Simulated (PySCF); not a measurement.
# Ionisation energy of Au⁷²⁺ by level of theory

Au⁷²⁺ [He] 2s2 2p3 [2p1/2^2 2p3/2^1, M_J = 3/2] → Au⁷³⁺ [He] 2s2 2p2 [2p1/2^2, M_J = 0], as a difference of total energies. Computed with PySCF 2.14 in an uncontracted even-tempered set (16 s from 60 bohr⁻², ratio 2.4; 13 p from 79 bohr⁻², ratio 2.4; 5 d from 260 bohr⁻², ratio 2.6; 4 f from 390 bohr⁻², ratio 2.6), with the two-component X2C-1e Hamiltonian. Correlated levels: nothing frozen; the 28 highest virtual spinors dropped. "Screened" scales the spin-orbit matrix elements by Boettger's factors to mimic the two-electron term; Breit and QED terms are absent.

```json
{"method": "GHF (spin-free)", "ionisation energy (eV)": "19781.3"}
{"method": "GMP2 (spin-free)", "ionisation energy (eV)": "19781.5"}
{"method": "GHF (screened spin-orbit)", "ionisation energy (eV)": "19172.0"}
{"method": "GMP2 (screened spin-orbit)", "ionisation energy (eV)": "19172.3"}
```

For this ion Breit and QED terms and the two-electron picture change, all absent here, outweigh the correlation shift from GHF to GMP2.

The spin-free rows relax to the high-spin LS determinant and lack the spin-orbit shift.

The labels give the starting determinants; with spin-orbit coupling the two ends relaxed to ⟨J²⟩ = 3.75, ⟨L²⟩ = 2.62, ⟨S²⟩ = 1.45 and ⟨J²⟩ = 0.00, ⟨L²⟩ = 1.33, ⟨S²⟩ = 1.33.

For comparison: 19150 ± 70 eV (theoretical estimate listed by NIST; NIST Atomic Spectra Database, ionization energies).
